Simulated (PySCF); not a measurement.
Vertical excitations of a molecule C2H9GeN from TDA-CAM-B3LYP/def2-SVPD in PySCF, as energy in eV (oscillator strength): 5.48 (0.012), 6.06 (0.050), 6.57 (0.003), 6.81 (0.006), 7.11 (0.029), 7.14 (0.000), 7.69 (0.072), 7.94 (0.061), 8.34 (0.001), 8.50 (0.006). Lowest triplet (TDA): 5.25 eV. Coordinates come from a TPSSh-D3(BJ)/def2-SVP optimisation. Other conformers were not sampled.

### Question
Identify the compound among the candidates.
A. C[C@@H](N)[GeH3]
B. CC[NH][GeH3]
C. [CH3][GeH2][CH2]N
D. C[N](C)[GeH3]

### Answer
D, C[N](C)[GeH3]
